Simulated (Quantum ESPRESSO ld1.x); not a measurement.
The numbers below are computed, except where a source is named.
The aim is the ytterbium ion Yb+ in [Xe] 4f14 6s1. This ld1.x (Quantum ESPRESSO 7.5) run was made with `OMP_NUM_THREADS=1 ld1.x < ld1.in > ld1.out`. Can the result be used? Name any fault.

```
 &input
    zed=70.0,
    iswitch=1,
    rel=1,
    dft='PBE',
    config='[Xe] 4f14 6s1',
    verbosity='high',
    dx=0.002,
    prefix='ld1',
    max_out_wfc=37,
    file_charge='ld1.rho',
 /
```

Output (excerpt):

```
     Program LD1 v.7.5 starts

 %%%%%%%%%%%%%%%%%%%%%%%%%%%%%%%%%%%%%%%%%%%%%%%%%%%%%%%%%%%%%%%%%%%%%%%%%%%%%%
     Error in routine do_mesh (1):
     ndmx is too small
 %%%%%%%%%%%%%%%%%%%%%%%%%%%%%%%%%%%%%%%%%%%%%%%%%%%%%%%%%%%%%%%%%%%%%%%%%%%%%%

     stopping ...
```

Answer. No (refused). The line at issue: dx=0.002. The program stops in do_mesh with "ndmx is too small": the mesh holds 3500 points at most, so dx, xmin and rmax must fit that. The sound input gives -14059.567 hartree.
